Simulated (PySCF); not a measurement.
TiFH₃, SMILES [F][TiH3], multiplicity 1. Atoms are numbered in the order given.

```xyz
5

Ti     0.0000     0.0000    -0.4094
F      0.0000     0.0000     1.3218
H     -1.3831    -0.7985    -0.9631
H      1.3831    -0.7985    -0.9631
H      0.0000     1.5970    -0.9631
```
Charge 0, spin multiplicity 1.

The structure is a stationary point at PBE0-D3(BJ)/def2-TZVP. The multiplicity is an assumed one; no other spin state was optimised. The structure was generated by enumeration; whether it is a known compound was not checked.

All values below come from TDDFT-PBE/def2-TZVPD (PySCF).

Vertical excitations; the highest root listed may be one member of a degenerate set.  State labels are in the subgroup Cs.

| state | symmetry | energy (eV) | λ (nm) | f | main pairs |
|---|---|---|---|---|---|
| S1 | A" | 3.28 | 378 | 0.000 | HOMO→LUMO 50 %, HOMO−1→LUMO+1 50 % |
| S2 | A" | 3.38 | 366 | 0.000 | HOMO−1→LUMO+1, HOMO→LUMO (degenerate set) |
| S3 | A' | 3.38 | 366 | 0.000 | HOMO→LUMO+1, HOMO−1→LUMO (degenerate set) |
| S4 | A' | 3.63 | 341 | 0.003 | HOMO−1→LUMO 49 %, HOMO→LUMO+1 49 % |
| S5 | A' | 4.06 | 306 | 0.006 | HOMO−2→LUMO+1 (degenerate set) |
| S6 | A" | 4.06 | 306 | 0.006 | HOMO−2→LUMO (degenerate set) |
| S7 | A" | 4.66 | 266 | 0.003 | HOMO−1→LUMO+2 (degenerate set) |
| S8 | A' | 4.66 | 266 | 0.003 | HOMO→LUMO+2 (degenerate set) |
| S9 | A" | 4.79 | 259 | 0.000 | HOMO−1→LUMO+3 50 %, HOMO→LUMO+4 50 % |
| S10 | A' | 5.16 | 240 | 0.004 | HOMO−1→LUMO+4 42 %, HOMO→LUMO+3 42 %, HOMO−2→LUMO+3 16 % |
| T1 | A" | 2.90 | 427 | 0 | HOMO→LUMO, HOMO−1→LUMO+1 (degenerate set) |
| T2 | A' | 2.90 | 427 | 0 | HOMO→LUMO+1, HOMO−1→LUMO (degenerate set) |
| T3 | A" | 2.91 | 426 | 0 | HOMO−1→LUMO+1 56 %, HOMO→LUMO 44 % |
| T4 | A' | 2.93 | 422 | 0 | HOMO−1→LUMO 50 %, HOMO→LUMO+1 49 % |
Triplets are in the Tamm–Dancoff approximation, which puts them higher than full response would, so one can lie above its singlet here.
